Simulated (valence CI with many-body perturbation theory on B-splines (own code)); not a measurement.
# Xe15+: input, log and results

Calculated by configuration interaction combined with many-body perturbation theory (CI+MBPT): three valence electrons over a frozen Dirac-Fock core [Kr], a basis of 6 s, 6 p, 5 d, 5 f, 1 g functions for each j, with the one-electron correlation potential Σ1 (screened to all orders), the two-electron term Σ2, the three-electron term Σ3, Breit, model QED; selected single and double excitations, second order for the rest (own B-spline code, finite nucleus).

Command, and the settings that its task file holds:

```sh
python run_cv.py task.json out
```

```
atom Xe  Z=54  mass_number=132  rms_radius_fm=4.7859
core [Kr]
valence 4d3
avg = 1
basis = S
breit = 1
cap = 10000
capref = 1200
cscale = 1
de = 0.0
dress = 0
eps = 2e-08
h = 0.8
hh = 1
l2 = 3
lcore = 6
maxit = 60
n2 = 5
natural = 1
nlev = 20
nno = [3, 3, 3, 3, 1]
nroot = 26
nsp = [3, 3, 2, 2, 0]
pt2 = 1
qed = 1
rpa = 1
s1 = 1
s2 = 1
s3 = 1
screen = 1
tol = 2e-05
```

It took 33 s on 1 thread of Arm Neoverse N1, on a shared host.

Log. The first blocks belong to the next ion, which gives the ionisation energy. Fields: 2J, parity (1 odd), roots, reference size, generating configurations, candidates as configurations/state functions, variational space P, stored matrix elements, Davidson steps; e2 is the range of second-order energies in hartree. The first line gives the box (bohr), its intervals, the orbitals and the steps of their self-consistent field. Window is the range of levels sought, series limit the energy at which the first omitted orbital would enter, core excitation an estimate of the first excitation out of the core, left out the lowest levels not solved, and shifts from estimates the range by which levels moved from their first estimate, all in cm⁻¹.

```
rmax 9.3 intervals 35 orbitals 40 references ['4d3', '4d2 4f', '4d2 5s', '4d2 5p'] scf 5 t 1.2
2J=4 par=0 roots 2 ref 42 generators 3 cand 293/293 P 299/299 nnz 0 it 0
2J=4 par=0 roots 2 ref 42 generators 8 cand 36/36 P 324/324 nnz 0 it 0
   second order: generators 13 cand 11/11 e2 -0.00000 -0.00000
2J=6 par=0 roots 2 ref 32 generators 3 cand 250/250 P 236/236 nnz 0 it 0
2J=6 par=0 roots 2 ref 32 generators 12 cand 46/46 P 265/265 nnz 0 it 0
   second order: generators 16 cand 17/17 e2 -0.00000 -0.00000
2J=0 par=0 roots 2 ref 17 generators 4 cand 108/108 P 121/121 nnz 0 it 0
2J=0 par=0 roots 2 ref 17 generators 6 cand 4/4 P 123/123 nnz 0 it 0
   second order: generators 14 cand 2/2 e2 -0.00000 -0.00000
reference levels 432, estimated 19, window 120169 1/cm; series limit 1879040, core excitation 641198
2J=3 par=0 roots 5 ref 42 generators 9 cand 896/2115 P 696/1775 nnz 0 it 4
2J=3 par=0 roots 5 ref 42 generators 10 cand 767/1783 P 874/2305 nnz 0 it 5
   second order: generators 19 cand 1638/3604 e2 -0.00001 -0.00000
2J=5 par=0 roots 5 ref 48 generators 6 cand 937/2630 P 703/2053 nnz 0 it 4
2J=5 par=0 roots 5 ref 48 generators 8 cand 802/2249 P 873/2694 nnz 1.6e+06 it 5
   second order: generators 15 cand 1534/3969 e2 -0.00001 -0.00000
2J=7 par=0 roots 3 ref 41 generators 3 cand 948/2731 P 635/1791 nnz 0 it 4
2J=7 par=0 roots 3 ref 41 generators 7 cand 1155/3313 P 777/2326 nnz 0 it 6
   second order: generators 11 cand 1343/3757 e2 -0.00001 -0.00000
2J=9 par=0 roots 3 ref 33 generators 4 cand 555/1450 P 539/1418 nnz 0 it 4
2J=9 par=0 roots 3 ref 33 generators 8 cand 778/2009 P 636/1753 nnz 0 it 5
   second order: generators 12 cand 1345/3590 e2 -0.00001 -0.00000
2J=1 par=0 roots 2 ref 24 generators 4 cand 802/1273 P 606/974 nnz 0 it 0
2J=1 par=0 roots 2 ref 24 generators 6 cand 664/1041 P 769/1252 nnz 0 it 0
   second order: generators 11 cand 882/1332 e2 -0.00000 -0.00000
2J=11 par=0 roots 1 ref 19 generators 1 cand 202/367 P 359/790 nnz 0 it 0
2J=11 par=0 roots 1 ref 19 generators 5 cand 1027/2533 P 455/1070 nnz 0 it 0
   second order: generators 8 cand 1219/2940 e2 -0.00001 -0.00001
left out: unestimated 780187, estimated none, shifts from estimates -16 to 2
operators 2.8
```

The Davidson iterations converged. The settings are bad on purpose, so the numbers may not be properties of the ion.

No measured spectrum was set against this ion. As an estimate, terms of the open shell hold to 2 to 4 % of their energy, and close levels can change places. Only levels of the ground parity were solved; by the run's estimate the other parity begins above the list, which can be wrong where configurations are misplaced.

- Valence energy: -44.73813 hartree
- Ionisation energy: 374.94 eV (NIST: 374 ± 3 eV (theoretical))
- Reference configurations for the orbitals: 4d3, 4d2 4f, 4d2 5s, 4d2 5p
- Radial orbitals: 40
- Box radius: 9.333 bohr
- Largest variational space: 2694
- Lowest levels: 4d³ ⁴F_3/2 0.0, 4d³ ⁴F_5/2 11489, 4d³ ⁴F_7/2 21003, 4d³ ⁴F_9/2 27500, 4d³ ⁴P_3/2 29133, 4d³ ⁴P_1/2 33183, 4d³ ²G_7/2 44154, 4d³ ²H_9/2 45618, 4d³ ⁴P_5/2 47405, 4d³ ²D_3/2 [a] 54390, 4d³ ²P_1/2 57967, 4d³ ²H_11/2 61390, 4d³ ²D_5/2 [a] 67087, 4d³ ²G_9/2 70470 cm⁻¹

Names give the largest LS component (configuration and term), which can be under half, so a name can repeat, a term be missing and a line seem to break the LS rules; names also repeat where a configuration has a term twice. Letters in brackets count levels of one name in rising energy.
